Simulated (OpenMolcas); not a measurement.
## Er3+: moving or changing the point charges

Er3+ among 6 point charges of -1.5 e arranged as a tetragonal octahedron (D4h), 2.57 Å from the ion, with the axial distance 2.981 Å.

```yaml
Program: OpenMolcas
Method: CASSCF
Basis: ANO-RCC-VDZP [7s6p4d2f1g]
Scalar_Hamiltonian: DKH2, point nucleus
Active_space: 11 electrons in 7 orbitals (4f)
State_averaging: 2S+1 = 4 odd, 35 roots (30 in the spin-orbit step); 2S+1 = 2 odd, 66 roots kept (CI in the orbitals of an earlier block)
Spin-orbit_coupling: state interaction with AMFI integrals over the reference wave functions
```

Runs around this geometry, states (labels of D4, the rotations of D4h). Energies in cm-1 above the lowest state or level, χT in cm3 K/mol.

```json
{"R (Å)": "2.57", "q (e)": "-0.75", "Ground state": "2S+1 = 4", "First state of that spin": "4E 5.2", "First gap with spin-orbit (degeneracies)": "5.9 (2, 2)", "Width of lowest J": "147", "χT at 300 K": "11.429"}
{"R (Å)": "2.57", "q (e)": "-1.5", "Ground state": "2S+1 = 4", "First state of that spin": "4E 10.1", "First gap with spin-orbit (degeneracies)": "11.7 (2, 2)", "Width of lowest J": "300", "χT at 300 K": "11.409"}
{"R (Å)": "2.69", "q (e)": "-1.5", "Ground state": "2S+1 = 4", "First state of that spin": "4E 13.7", "First gap with spin-orbit (degeneracies)": "14.2 (2, 2)", "Width of lowest J": "262", "χT at 300 K": "11.416"}
{"R (Å)": "3.03", "q (e)": "-1.5", "Ground state": "2S+1 = 4", "First state of that spin": "4E 17.6", "First gap with spin-orbit (degeneracies)": "16.4 (2, 2)", "Width of lowest J": "185", "χT at 300 K": "11.427"}
```

Taking the width of the lowest J multiplet as R^-n, n = -ln(185 / 300) / ln(3.03 / 2.57) = 2.9 between the shortest and longest distance.

Scaling the charges by -0.75 / -1.5 = 0.50 scales the width of the lowest J multiplet by 147 / 300 = 0.49; with fixed orbitals a first-order splitting would follow the charge.

High states are left out of the spin-orbit mixing, which shifts the levels that they would mix with. This is an electrostatic model: the charges have no orbitals. An unlabelled pair can be two single states that coincide in this model. A group larger than the point group allows holds several states that coincide in this model. No measured value stands beside these numbers.

A state without a sure symmetry label is named by its multiplicity alone.
